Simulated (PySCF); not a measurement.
## Vibration and rotation of SnI⁻

B2PLYP constants of SnI⁻, ³Σ⁻ (triplet), unpaired electrons π ↑↑ (basis Sn def2-TZVPPD with ECP28, I def2-TZVPPD with ECP28; scalar-relativistic core potentials; PySCF 2.14; masses 119.9022 and 126.9045 u):

| Quantity | Value |
| --- | --- |
| ωe | 130.4 cm⁻¹ |
| ωexe | 0.427 cm⁻¹ |
| Be | 0.031491 cm⁻¹ |
| αe | 0.000127 cm⁻¹ |
| D (centrifugal) | 7.35e-09 cm⁻¹ |
| De to Sn + I⁻ | 1.36 eV |

(1) Give the vibrational terms G(v) and spacings up to v = 6.

(2) How well does the Morse estimate ωe²/(4ωexe) reproduce De, and what is D0?

Correlated steps freeze 8 core orbitals. Spin–orbit coupling is left out, which matters for elements this heavy, above all for dissociation energies. For an ion De counts to the pair picked by the measured ionisation energies or electron affinities, which need not be the lowest pair at this level. B2PLYP dipoles, levels and charges come from its SCF part alone. The state was picked by a PBE0 search and need not be the measured ground state.

## Answers

(1) G(v) = ωe(v+½) − ωexe(v+½)².

```tsv
v	G(v) (cm⁻¹)	G(v) − G(v−1)	Bv (cm⁻¹)
0	65.1		0.03143
1	194.6	129.5	0.03130
2	323.3	128.7	0.03117
3	451.2	127.8	0.03105
4	578.2	127.0	0.03092
5	704.3	126.1	0.03079
6	829.6	125.3	0.03067
```

(2) It gives 1.23 eV, 91 % of the computed De. D0 = De − G(0) = 1.36 − 0.01 = 1.35 eV.
